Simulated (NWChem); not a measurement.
System: C2H5FOSi; SMILES FC(=C)[SiH2]O

Here is an NWChem input.

```
start job
memory heap 200 mb stack 900 mb global 1100 mb
geometry units angstroms noautoz
  C      0.746009     1.966151     0.350898
  C      0.074087     0.954686    -0.197585
  F     -1.091766     1.220597    -0.868759
  Si     0.535075    -0.869522    -0.199809
  O     -0.533318    -1.803972     0.670779
  H      0.398786     2.992974     0.272120
  H      1.665078     1.777305     0.894615
  H      1.846791    -1.008550     0.471487
  H      0.599380    -1.306523    -1.621856
  H     -1.437489    -1.859751     0.331377
end
basis spherical
  * library def2-tzvp
end
dft
  xc becke88 lyp
  iterations 150
  semidirect filesize 400000000
  mulliken
end
task dft energy
```

Excerpt of the output:

```
             Northwest Computational Chemistry Package (NWChem) 7.3.0
             --------------------------------------------------------

 C1  symmetry detected

                             Geometry "geometry" -> ""
                             -------------------------

 Output coordinates in angstroms (scale by  1.889725989 to convert to a.u.)

  No.       Tag          Charge          X              Y              Z
 ---- ---------------- ---------- -------------- -------------- --------------
    1 C                    6.0000     0.96858503     1.80712141     0.40261128
    2 C                    6.0000     0.06835240     0.90836346     0.00613988
    3 F                    9.0000    -1.23829492     1.29869480    -0.13777209
    4 Si                  14.0000     0.35721789    -0.89989210    -0.42631620
    5 O                    8.0000    -0.38729068    -1.94245663     0.63733320
    6 H                    1.0000     0.69536548     2.83930733     0.60528974
    7 H                    1.0000     2.00555134     1.51758548     0.53241359
    8 H                    1.0000     1.80887171    -1.16758875    -0.31858669
    9 H                    1.0000    -0.13508465    -1.10504116    -1.81659486
   10 H                    1.0000    -1.35439926    -1.92728287     0.65468135

 Effective nuclear repulsion energy (a.u.)     223.2946986620

                                 NWChem DFT Module
                                 -----------------

 Summary of "ao basis" -> "ao basis" (spherical)
 ------------------------------------------------------------------------------
       Tag                 Description            Shells   Functions and Types
 ---------------- ------------------------------  ------  ---------------------
 C                         def2-tzvp                11       31   5s3p2d1f
 F                         def2-tzvp                11       31   5s3p2d1f
 Si                        def2-tzvp                13       37   5s5p2d1f
 O                         def2-tzvp                11       31   5s3p2d1f
 H                         def2-tzvp                 4        6   3s1p

            General Information
            -------------------
          SCF calculation type: DFT
          Wavefunction type:  closed shell.
          No. of atoms     :    10
          No. of electrons :    48
           Alpha electrons :    24
            Beta electrons :    24
          Charge           :     0
          Spin multiplicity:     1
          Use of symmetry is: off; symmetry adaption is: off
          Maximum number of iterations: 150
          AO basis - number of functions:   191
                     number of shells:    77
          Convergence on energy requested:  1.00D-06
          Convergence on density requested:  1.00D-05
          Convergence on gradient requested:  5.00D-04

              XC Information
              --------------
                    Becke 1988 Exchange Functional  1.000
              Lee-Yang-Parr Correlation Functional  1.000

             Grid Information
             ----------------
          Grid used for XC integration:  medium
          Radial quadrature: Mura-Knowles
          Angular quadrature: Lebedev.
          Tag              B.-S. Rad. Rad. Pts. Rad. Cut. Ang. Pts.
          ---              ---------- --------- --------- ---------
          C                   0.70       49          12.0       434
          F                   0.50       49          11.0       434
          Si                  1.10       88          11.0       590
          O                   0.60       49          12.0       434
          H                   0.35       45          13.0       434
          Grid pruning is: on
          Number of quadrature shells:   509
          Spatial weights used:  Erf1

      Superposition of Atomic Density Guess
      -------------------------------------

 Sum of atomic energies:        -540.87949852

      Non-variational initial energy
      ------------------------------

 Total energy =    -542.806192
 1-e energy   =   -1190.065512
 2-e energy   =     423.964621
 HOMO         =      -0.315792
 LUMO         =      -0.015151

------------------------------------------------------------
EAF file 0: "./job.aoints.0" size=645922816 bytes
------------------------------------------------------------
               write      read    awrite     aread      wait
               -----      ----    ------     -----      ----
     calls:     1232         0         0         0         0
   data(b): 6.46e+08  0.00e+00  0.00e+00  0.00e+00
   time(s): 0.00e+00  0.00e+00  0.00e+00  0.00e+00  0.00e+00
rate(mb/s): 0.00e+00  0.00e+00
------------------------------------------------------------

     ---------------------------------------------
      Total Density - Mulliken Population Analysis
     ---------------------------------------------

    Atom       Charge   Shell Charges
 -----------   ------   -------------------------------------------------------
    1 C    6     6.48   0.86  1.12  0.58  0.66  0.12  1.26  1.34  0.50  0.01  0.02  0.01
    2 C    6     5.70   0.86  1.12  0.55  0.65  0.10  1.00  1.11  0.18  0.03  0.10  0.01
    3 F    9     9.36   0.77  1.20  0.61  1.00  0.31  2.32  2.30  0.84  0.00  0.01  0.00
    4 Si  14    13.30   2.00  0.59  1.39  0.84  0.42  4.11  1.73  0.50  1.08  0.33  0.14  0.14  0.04
    5 O    8     8.86   0.79  1.18  0.59  0.95  0.24  2.02  2.21  0.85  0.00  0.01  0.00
    6 H    1     0.83   0.24  0.44  0.13  0.02
    7 H    1     0.82   0.23  0.44  0.12  0.02
    8 H    1     1.05   0.23  0.54  0.27  0.01
    9 H    1     1.06   0.23  0.54  0.28  0.01
   10 H    1     0.54   0.19  0.25  0.06  0.04

   convergence    iter        energy       DeltaE   RMS-Dens  Diis-err
 ---------------- ----- ----------------- --------- --------- ---------
 d= 0,ls=0.0,diis     1   -543.7296865490 -7.67D+02  7.97D-03  1.71D+00
 d= 0,ls=0.0,diis     2   -543.4915116069  2.38D-01  6.07D-03  3.88D+00
 d= 0,ls=0.0,diis     3   -543.8229568529 -3.31D-01  1.36D-03  3.79D-01
 d= 0,ls=0.0,diis     4   -543.8547013858 -3.17D-02  5.77D-04  1.21D-02
 d= 0,ls=0.0,diis     5   -543.8546988784  2.51D-06  2.93D-04  1.33D-02
  Resetting Diis
 d= 0,ls=0.0,diis     6   -543.8560004706 -1.30D-03  8.07D-05  3.18D-04
 d= 0,ls=0.0,diis     7   -543.8560249108 -2.44D-05  1.04D-04  1.37D-04
 d= 0,ls=0.0,diis     8   -543.8559276912  9.72D-05  7.45D-05  9.17D-04
 d= 0,ls=0.0,diis     9   -543.8560410521 -1.13D-04  7.99D-06  8.83D-06
 d= 0,ls=0.0,diis    10   -543.8560418009 -7.49D-07  2.09D-06  4.52D-07

         Total DFT energy =     -543.856041800856
      One electron energy =    -1194.064919815722
           Coulomb energy =      479.585473350326
    Exchange-Corr. energy =      -52.671293997417
 Nuclear repulsion energy =      223.294698661957

 Numeric. integr. density =       48.000006179021

                       DFT Final Molecular Orbital Analysis
                       ------------------------------------

 Vector   22  Occ=2.000000D+00  E=-2.891824D-01
              MO Center=  1.8D-01, -8.4D-01, -1.8D-01, r^2= 3.6D+00
   Bfn.  Coefficient  Atom+Function         Bfn.  Coefficient  Atom+Function
  ----- ------------  ---------------      ----- ------------  ---------------
   138      0.229607   5 O  pz              141      0.185000   5 O  pz
   176     -0.185235   8 H  s                69      0.173587   3 F  py
   175     -0.172504   8 H  s               144      0.147360   5 O  pz
   181      0.144136   9 H  s               108     -0.140425   4 Si px
   182      0.136463   9 H  s                72      0.134614   3 F  py

 Vector   23  Occ=2.000000D+00  E=-2.638779D-01
              MO Center= -2.0D-01, -7.1D-01,  2.8D-03, r^2= 3.5D+00
   Bfn.  Coefficient  Atom+Function         Bfn.  Coefficient  Atom+Function
  ----- ------------  ---------------      ----- ------------  ---------------
   137      0.235432   5 O  py              138      0.233655   5 O  pz
    38      0.198619   2 C  py              140      0.189576   5 O  py
   141      0.188228   5 O  pz               69     -0.163392   3 F  py
    36     -0.157313   2 C  s               143      0.156608   5 O  py
   144      0.155010   5 O  pz              182      0.154056   9 H  s

 Vector   24  Occ=2.000000D+00  E=-2.385958D-01
              MO Center=  3.4D-01,  1.3D+00,  1.7D-01, r^2= 2.2D+00
   Bfn.  Coefficient  Atom+Function         Bfn.  Coefficient  Atom+Function
  ----- ------------  ---------------      ----- ------------  ---------------
     8      0.287553   1 C  pz               11      0.240292   1 C  pz
    39      0.241257   2 C  pz               70     -0.213636   3 F  pz
    42      0.210982   2 C  pz               14      0.191527   1 C  pz
    73     -0.164985   3 F  pz               76     -0.141732   3 F  pz
   137     -0.075359   5 O  py               38     -0.071366   2 C  py

 Vector   25  Occ=0.000000D+00  E=-5.656060D-02
              MO Center=  3.6D-01,  6.0D-01,  6.6D-02, r^2= 4.2D+00
   Bfn.  Coefficient  Atom+Function         Bfn.  Coefficient  Atom+Function
  ----- ------------  ---------------      ----- ------------  ---------------
    14      0.418369   1 C  pz              112      0.303155   4 Si py
    45     -0.268930   2 C  pz                8      0.266815   1 C  pz
   135      0.258603   5 O  s                36     -0.235374   2 C  s
    39     -0.231108   2 C  pz               11      0.218386   1 C  pz
    42     -0.218309   2 C  pz               98      0.211898   4 Si s

 Vector   26  Occ=0.000000D+00  E=-1.154281D-02
              MO Center= -4.6D-01, -5.9D-01, -9.8D-03, r^2= 5.8D+00
   Bfn.  Coefficient  Atom+Function         Bfn.  Coefficient  Atom+Function
  ----- ------------  ---------------      ----- ------------  ---------------
   135      0.782116   5 O  s               188     -0.639213  10 H  s
   111      0.604637   4 Si px              176     -0.444926   8 H  s
    45      0.346597   2 C  pz              113     -0.325665   4 Si pz
    14     -0.286812   1 C  pz              142     -0.210260   5 O  px
    44     -0.207245   2 C  py              112      0.202748   4 Si py

 Vector   27  Occ=0.000000D+00  E= 2.070142D-02
              MO Center=  6.8D-01, -6.4D-01, -3.6D-01, r^2= 6.3D+00
   Bfn.  Coefficient  Atom+Function         Bfn.  Coefficient  Atom+Function
  ----- ------------  ---------------      ----- ------------  ---------------
    36      1.240157   2 C  s               112     -1.114480   4 Si py
   170     -0.939305   7 H  s               176     -0.865579   8 H  s
   111      0.590039   4 Si px              188      0.420754  10 H  s
    44     -0.406821   2 C  py               12      0.370680   1 C  px
   113     -0.343510   4 Si pz              182     -0.321657   9 H  s

------------------------------------------------------------
EAF file 0: "./job.aoints.0" size=928514048 bytes
------------------------------------------------------------
               write      read    awrite     aread      wait
               -----      ----    ------     -----      ----
     calls:     1771         9         0     15930     15930
   data(b): 9.29e+08  4.72e+06  0.00e+00  8.35e+09
   time(s): 0.00e+00  0.00e+00  0.00e+00  0.00e+00  0.00e+00
rate(mb/s): 0.00e+00  0.00e+00
------------------------------------------------------------

     ---------------------------------------------
      Total Density - Mulliken Population Analysis
     ---------------------------------------------

    Atom       Charge   Shell Charges
 -----------   ------   -------------------------------------------------------
    1 C    6     6.29   0.86  1.11  0.55  0.64  0.12  1.36  1.12  0.50  0.01  0.02  0.00
    2 C    6     5.83   0.86  1.11  0.57  0.59  0.08  1.27  1.06  0.16  0.03  0.10  0.01
    3 F    9     9.21   0.77  1.19  0.63  0.96  0.37  2.29  2.05  0.93  0.00  0.01  0.00
    4 Si  14    13.59   2.01  0.57  1.39  0.91  0.35  4.14  1.67  0.65  1.16  0.30  0.20  0.20  0.05
    5 O    8     8.49   0.79  1.18  0.59  0.90  0.29  1.94  1.87  0.92  0.00  0.02  0.00
    6 H    1     0.88   0.28  0.48  0.11  0.02
    7 H    1     0.88   0.28  0.48  0.10  0.02
    8 H    1     1.07   0.26  0.53  0.26  0.01
    9 H    1     1.07   0.26  0.53  0.28  0.01
   10 H    1     0.69   0.26  0.34  0.05  0.05

     -------------------------------------------
      Total Density - Lowdin Population Analysis
     -------------------------------------------

    Atom       Charge   Shell Charges
 -----------   ------   -------------------------------------------------------
    1 C    6     6.20   0.91  1.03  0.38  0.36  0.18  1.15  1.31  0.64  0.02  0.19  0.03
    2 C    6     6.41   0.91  1.03  0.37  0.34  0.19  1.10  1.22  0.58  0.04  0.53  0.09
    3 F    9     8.85   0.86  1.10  0.60  0.69  0.37  2.14  2.07  0.99  0.00  0.03  0.00
    4 Si  14    13.78   2.00  0.83  1.09  0.50  0.29  3.85  1.87  0.71  1.08  0.53  0.22  0.61  0.20
    5 O    8     8.12   0.87  1.09  0.54  0.59  0.31  1.77  1.88  1.04  0.00  0.03  0.00
    6 H    1     0.87   0.25  0.39  0.17  0.06
    7 H    1     0.87   0.26  0.38  0.17  0.06
    8 H    1     1.03   0.25  0.47  0.29  0.02
    9 H    1     1.04   0.25  0.47  0.30  0.02
   10 H    1     0.82   0.25  0.31  0.11  0.16

     Multipole analysis of the density
     ---------------------------------

     L   x y z        total         alpha         beta         nuclear
     -   - - -        -----         -----         ----         -------
     0   0 0 0     -0.000000    -24.000000    -24.000000     48.000000

     1   1 0 0      0.020274      0.010137      0.010137      0.000000
     1   0 1 0      0.093538      0.046769      0.046769      0.000000
     1   0 0 1     -0.041316     -0.020658     -0.020658     -0.000000

     2   2 0 0    -25.651762    -70.095381    -70.095381    114.539000
     2   1 1 0      3.369142     -4.715862     -4.715862     12.800866
     2   1 0 1     -0.549444     -0.349924     -0.349924      0.150404
     2   0 2 0    -28.406905   -189.025369   -189.025369    349.643833
     2   0 1 1      1.377445     -2.703391     -2.703391      6.784227
     2   0 0 2    -29.153695    -34.963303    -34.963303     40.772911
```

Level: BLYP/def2-TZVP. Geometry: optimised at B3LYP/6-31G* (spherical d).
